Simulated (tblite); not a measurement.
Species: C7H5FO2.
Atom-mapped SMILES: `[O:1]=[C:2]1[CH:3]=[CH:4][C:5]([CH2:6][F:7])=[CH:8][C:9]1=[O:10]` (hydrogens: H11 on C3; H12 on C4; H13, H14 on C6; H15 on C8)

Computed with GFN2-xTB (tblite), gas phase: Langevin dynamics at 600 K from the optimised GFN2-xTB geometry, time step 0.5 fs, friction 0.01 fs⁻¹, 2000 steps.

Start geometry:
```
atom  x, y, z in Å
O1      3.360    0.004   -0.218
C2      2.154   -0.003   -0.139
C3      1.375   -1.231    0.062
C4      0.037   -1.215    0.145
C5     -0.719    0.016    0.042
C6     -2.210   -0.105    0.152
F7     -2.836    1.103    0.040
C8     -0.102    1.198   -0.142
C9      1.352    1.309   -0.248
O10     1.924    2.362   -0.412
H11     1.942   -2.147    0.139
H12    -0.518   -2.131    0.293
H13    -2.606   -0.747   -0.646
H14    -2.493   -0.524    1.126
H15    -0.664    2.118   -0.218
```

The statistics below take the 31 frames saved every 25 fs from 250 to 1000 fs; their kinetic temperature (all 3N coordinates) averages 583 K.

**Question.** How do the bond lengths spread?

**Answer.** 
```
  bond  start (Å)  mean (Å)  standard deviation (Å)  shortest (Å)  longest (Å)
 O1=C2      1.209     1.211                   0.022         1.168        1.265
 C2–C3      1.468     1.463                   0.038         1.363        1.546
 C3=C4      1.340     1.348                   0.036         1.256        1.441
 C4–C5      1.448     1.458                   0.040         1.389        1.553
 C5–C6      1.500     1.507                   0.051         1.398        1.623
 C6–F7      1.365     1.379                   0.040         1.304        1.462
 C5=C8      1.346     1.355                   0.053         1.275        1.505
 C8–C9      1.462     1.473                   0.052         1.402        1.609
C9=O10      1.210     1.213                   0.031         1.159        1.293
 C2–C9      1.542     1.555                   0.050         1.463        1.660
C3–H11      1.081     1.086                   0.035         1.016        1.157
C4–H12      1.082     1.095                   0.047         1.026        1.192
C6–H13      1.098     1.109                   0.043         1.018        1.220
C6–H14      1.098     1.097                   0.039         1.020        1.174
C8–H15      1.081     1.087                   0.037         1.000        1.174
```

**Question.** Give the same statistics for bond angles, one of each kind among heavy atoms.

**Answer.** 
```
    angle  start (°)  mean (°)  standard deviation (°)  smallest (°)  largest (°)
 O1–C2–C3      122.9     122.8                     5.4         111.6        132.7
 O1–C2–C9      120.6     120.6                     5.6         109.4        134.5
 C3–C2–C9      116.4     116.0                     4.2         106.5        122.8
 C2–C3–C4      121.9     120.9                     4.5         115.0        132.1
 C3–C4–C5      121.8     121.1                     4.4         110.7        128.5
 C4–C5–C6      116.4     115.2                     4.5         106.5        123.3
 C4–C5–C8      121.1     120.9                     3.9         108.7        127.1
 C6–C5–C8      122.5     123.0                     4.7         112.5        134.7
 C5–C6–F7      112.2     112.4                     5.3         102.0        123.8
 C5–C8–C9      122.1     121.1                     4.4         112.4        131.2
C8–C9–O10      123.1     123.6                     5.8         108.8        133.3
 C2–C9–C8      116.6     115.1                     4.7         105.3        125.7
C2–C9–O10      120.3     120.4                     3.5         113.4        127.8
```

**Question.** How far does each atom move about its mean position (frames aligned on the start, all atoms weighted alike), and what rms force does it feel?

**Answer.** 
```csv
atom,rms displacement (Å),rms force (eV/Å)
O1,0.44,1.87
C2,0.15,2.32
C3,0.11,2.93
C4,0.16,2.95
C5,0.13,3.19
C6,0.11,2.41
F7,0.49,1.44
C8,0.14,3.07
C9,0.17,2.79
O10,0.39,2.50
H11,0.20,1.19
H12,0.27,1.50
H13,0.47,1.35
H14,0.41,1.44
H15,0.26,1.34
```

The displacements run from 0.11 to 0.49 Å, the largest at F7.

**Question.** How widely does the potential energy scatter, against a harmonic estimate?

**Answer.** Mean 1.05 eV above the start, standard deviation 0.247 eV, range 0.49 to 1.52 eV. For 39 classical harmonic modes at 600 K the canonical values are 39kT/2 = 1.01 eV and kT·√(39/2) = 0.228 eV.

The run is classical and short, so these are rough statistics of one trajectory.

The cost below is that of the whole dynamics run. The run took 13 s of wall time on Intel Xeon Platinum 8488C, one thread, no GPU (shared host), and the process peaked at 0.18 GiB of memory.
